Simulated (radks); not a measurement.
Problem. These are the eigenvalues of the occupied orbitals of an atom or ion with whole-number occupations (eV). Method: non-relativistic Kohn-Sham, exchange-only PBE, spin-polarised, spherical densities, point nucleus; computed with a radial shooting solver on a logarithmic mesh with Libxc functionals.

| orbital | eigenvalue |
|---|---|
| 1s down | -7554.353 |
| 1s up | -7554.343 |
| 2s up | -921.6585 |
| 2s down | -919.1722 |
| 2p up | -805.0573 |
| 2p down | -803.2143 |
| 3s up | -138.8255 |
| 3s down | -133.4964 |
| 3p up | -103.8630 |
| 3p down | -98.6225 |
| 3d up | -46.1900 |
| 3d down | -41.2552 |

Which element is it, and in what charge state? The configuration may be excited. Open shells, if any, are filled with parallel spins first.

Solution. Z = 27, cobalt, charge +3: Co3+ in [Ar] 3d6. The list shows which subshells hold electrons but not how many an open one holds; the 1s level, -277.62 hartree, gives Z - s = 23.6 by -(Z - s)^2/2, which with screening narrows Z to a few neighbours, and the depths of the outer levels then fix element, charge and occupations together.
